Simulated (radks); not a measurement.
The tellurium ion Te3+, configuration [Kr] 4d10 5s2 5p1. All-electron calculation, Dirac Kohn-Sham, PBE, spin-unpolarised, spherical densities, finite nucleus; open shells fill j = l - 1/2 first; Fermi nuclear charge, rms radius 4.7423 fm. Program: a radial shooting solver on a logarithmic mesh with Libxc functionals. Some entries of the table are withheld. Estimate them.

orbital,occ.,eigenvalue (eV),<1/r> (bohr^-1)
1s1/2,2,-31635.78,55.57
2s1/2,2,-4876.079,12.94
2p1/2,2,-4570.604,12.93
2p3/2,4,-4296.109,11.96
3s1/2,2,-995.1529,4.603
3p1/2,2,-869.5262,4.513
3p3/2,4,-818.3614,4.275
3d3/2,4,-596.7490,(1)
3d5/2,6,-586.0499,(2)
4s1/2,2,-194.9190,1.836
4p1/2,2,-151.7250,1.723
4p3/2,4,-141.9987,1.647
4d3/2,4,-73.0008,1.387
4d5/2,6,-71.5197,1.368
5s1/2,2,-42.5558,0.6789
5p1/2,1,-32.3410,0.5910
5p3/2,0,-31.1223,0.5700

Answer. 
(1) 3d3/2 <1/r> (bohr^-1): 4.127
(2) 3d5/2 <1/r> (bohr^-1): 4.066
